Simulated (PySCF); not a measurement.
3-chloro-1,1,1,2,2-pentafluoropropane, C3H2ClF5.
Atom-mapped SMILES: `[F:1][C:2]([F:3])([F:4])[C:5]([F:6])([F:7])[CH2:8][Cl:9]` (hydrogens: H10, H11 on C8)

The geometry is computed with GFN2-xTB (gas phase).

(1) Give the optimised bond lengths and angles.

Results:

(1) 
```json
{"bond": "F1–C2, C2–F3, C2–F4", "length (Å)": "1.331", "order": "single"}
{"bond": "C2–C5", "length (Å)": "1.558", "order": "single"}
{"bond": "C5–F6, C5–F7", "length (Å)": "1.353", "order": "single"}
{"bond": "C5–C8", "length (Å)": "1.525", "order": "single"}
{"bond": "C8–Cl9", "length (Å)": "1.779", "order": "single"}
{"bond": "C8–H10, C8–H11", "length (Å)": "1.091", "order": "single"}
```

Bonds in one row agree within 0.01 Å and their mean is given. Orders are formal, as drawn. A selection of angles:
```json
{"angle": "F1–C2–F3", "degrees": "107.8"}
{"angle": "F1–C2–C5", "degrees": "110.5"}
{"angle": "C2–C5–F6", "degrees": "108.3"}
{"angle": "C2–C5–C8", "degrees": "114.4"}
{"angle": "F6–C5–F7", "degrees": "106.0"}
{"angle": "F6–C5–C8", "degrees": "111.7"}
{"angle": "F7–C5–C8", "degrees": "108.8"}
{"angle": "C5–C8–Cl9", "degrees": "110.8"}
{"angle": "C5–C8–H10", "degrees": "108.4"}
{"angle": "C5–C8–H11", "degrees": "109.2"}
{"angle": "Cl9–C8–H10", "degrees": "108.7"}
{"angle": "H10–C8–H11", "degrees": "110.7"}
```

Torsions: F1–C2–C5–F6 -167° (antiperiplanar); C2–C5–C8–Cl9 -56° (synclinal). The mirror-image conformer, all signs reversed, is as good.

The C–C distances run from 1.525 Å (C5–C8, drawn single) to 1.558 Å (C2–C5, drawn single), a spread of 0.033 Å. The C–F distances run from 1.328 Å (C2–F3, drawn single) to 1.358 Å (C5–F7, drawn single), a spread of 0.030 Å. Of the pairs four or more bonds apart, F3···Cl9 is among the closest relative to their van der Waals radii: 2.98 Å, 93 % of the sum of Bondi's values.

Point group: C1 (no symmetry element, even within 0.4 Å). Not checked by GFN2-xTB frequencies. One conformer, not necessarily the lowest.
